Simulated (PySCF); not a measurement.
# Radial density of V (vanadium, neutral)

TPSSh, [Ar] 3d3 4s2, high-spin 4F determinant. Computed with PySCF 2.14 in x2c-TZVPPall (6s5p4d2f1g, 64 functions), with the spin-free X2C one-electron Hamiltonian (Gaussian nucleus).

| r (bohr) | 4πr²ρ (e/bohr) | 4πr²(ρα − ρβ) |
| --- | --- | --- |
| 0.00125 | 0.2032 | 0.0000 |
| 0.00210 | 0.5188 | 0.0000 |
| 0.00354 | 1.306 | 0.0001 |
| 0.00595 | 3.161 | 0.0002 |
| 0.0100 | 7.125 | 0.0004 |
| 0.0168 | 14.23 | 0.0008 |
| 0.0283 | 23.25 | 0.0011 |
| 0.0477 | 27.45 | 0.0009 |
| 0.0802 | 22.33 | 0.0011 |
| 0.135 | 22.94 | 0.0183 |
| 0.227 | 29.65 | 0.1402 |
| 0.381 | 14.72 | 0.6774 |
| 0.642 | 10.20 | 1.7511 |
| 1.08 | 9.444 | 1.9568 |
| 1.82 | 2.276 | 0.9265 |
| 3.05 | 0.8844 | 0.1955 |
| 5.14 | 0.2028 | -0.0101 |
| 8.64 | 0.006332 | -0.0017 |

Densities and radii are taken from the X2C orbitals without a picture-change correction, which distorts them close to the nucleus.

Where is the radial spin density 4πr²(ρα − ρβ) most negative, and why is it negative at all?

Around r = 5.14 bohr, down to -0.0101 e/bohr: exchange with the open shell polarises the paired shells in an unrestricted calculation.
